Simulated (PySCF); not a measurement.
Magnetic susceptibility: `[NH2+]1CC=C(C#N)C1`, [C5H7N2]+, charge +1

Geometry (Å), atoms numbered from 1 in this order:
```xyz
14

N     3.460    0.978    0.046
C     2.343    0.737    0.033
C     0.967    0.417    0.018
C    -0.053    1.207    0.347
C    -1.359    0.496    0.178
N    -0.953   -0.940    0.008
C     0.482   -0.943   -0.423
H     0.005    2.228    0.674
H    -2.027    0.620    1.032
H    -1.875    0.854   -0.718
H    -1.556   -1.438   -0.653
H    -1.029   -1.417    0.913
H     1.038   -1.763    0.035
H     0.556   -1.037   -1.511
```

Total charge +1.

Theory: PySCF, GIAO wB97X-D/pcSseg-1 magnetisability, rotational g tensor and spin-rotation constants, non-relativistic, gas phase. Geometry: GFN2-xTB.

For an ion the centre-of-mass motion in the field is neglected.

Q: What are the magnetisability and the molar susceptibility?

A: Isotropic -932 × 10⁻³⁰ J/T², or -56.1 × 10⁻⁶ cm³/mol; principal values -990, -962, -845 × 10⁻³⁰ J/T², anisotropy 133 × 10⁻³⁰ J/T² (root of half the summed squared differences of the principal values). The susceptibility is in cgs units.

Q: Split it along the inertial axes a, b, c into diamagnetic and paramagnetic parts about the centre of mass, with the quadrupole moment.

A: 
| axis | χ (10⁻⁶ cm³/mol) | diamagnetic (10⁻⁶ cm³/mol) | paramagnetic (10⁻⁶ cm³/mol) | summed x² of all electrons (Å²) | quadrupole Θ (D Å) |
| --- | --- | --- | --- | --- | --- |
| a | -58.8 | -247.0 | 188.3 | 154.3 | +2.42 |
| b | -51.5 | -708.5 | 657.1 | 45.5 | +4.74 |
| c | -58.2 | -847.8 | 789.7 | 12.7 | -7.15 |

Anisotropies 2χaa − χbb − χcc = -7.9 and 2χbb − χaa − χcc = +14.0 × 10⁻⁶ cm³/mol. Θ is traceless in Buckingham's convention.

Q: And the rotational g tensor?

A: 
| axis | rotational constant (GHz) | g | nuclear part | electronic part |
| --- | --- | --- | --- | --- |
| a | 7.3504 | +0.0038 | 0.6539 | -0.6501 |
| b | 1.8048 | -0.0064 | 0.5507 | -0.5571 |
| c | 1.4959 | +0.0043 | 0.5593 | -0.5550 |

Asymmetric top; isotopes 12C, 1H, 14N; no vibrational averaging.
